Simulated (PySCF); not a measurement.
C4H7FO2, SMILES C=C(F)OCCO. Atoms are numbered in the order given.

```xyz
14

C      2.3703     0.5946    -0.5741
C      1.4317     0.0137     0.1710
F      1.7199    -0.9878     1.0171
O      0.1430     0.3640     0.2075
C     -0.8366    -0.6901     0.1633
C     -2.1873    -0.0088     0.0890
O     -2.3128     0.7846    -1.0632
H      2.0913     1.3821    -1.2718
H      3.4129     0.3005    -0.4643
H     -0.7532    -1.3255     1.0595
H     -0.6620    -1.3047    -0.7370
H     -2.9729    -0.7806     0.0520
H     -2.3409     0.5767     1.0188
H     -1.5634     1.3971    -1.0600
```
Charge 0, spin multiplicity 1.

Coordinates come from a B3LYP-D3(BJ)/def2-SVP optimisation. The structure was generated by enumeration, and PubChem lists no compound with its InChIKey, so it may never have been made. Other conformers were not sampled.

Computed with PBE/pcSseg-1 in PySCF.

GIAO shieldings, no solvent; atoms listed in one row are averaged. δ = σ(ref) − σ: ¹³C against TMS (σ = 182.0 ppm); ¹⁹F against CFCl3 (σ = 133.6 ppm); ¹⁷O against H2O (σ = 334.3 ppm); ¹H against TMS (σ = 31.49 ppm), references at their B3LYP-D3(BJ)/def2-TZVP geometries, non-relativistic.

Task: Estimate the chemical shifts. (Estimate from the structure and the level; the computed values follow.)

Result: 
| nucleus | atoms | count | δ (ppm) |
|---|---|---|---|
| ¹³C | C2 | 1 | 173.2 |
| ¹³C | C5 | 1 | 78.5 |
| ¹³C | C1 | 1 | 69.7 |
| ¹³C | C6 | 1 | 68.3 |
| ¹⁹F | F3 | 1 | -102.8 |
| ¹⁷O | O4 | 1 | 133.9 |
| ¹⁷O | O7 | 1 | 38.9 |
| ¹H | H10 | 1 | 4.48 |
| ¹H | H13 | 1 | 4.47 |
| ¹H | H8, H9 | 2 | 4.04 |
| ¹H | H12 | 1 | 3.90 |
| ¹H | H11 | 1 | 3.86 |
| ¹H | H14 | 1 | 1.53 |
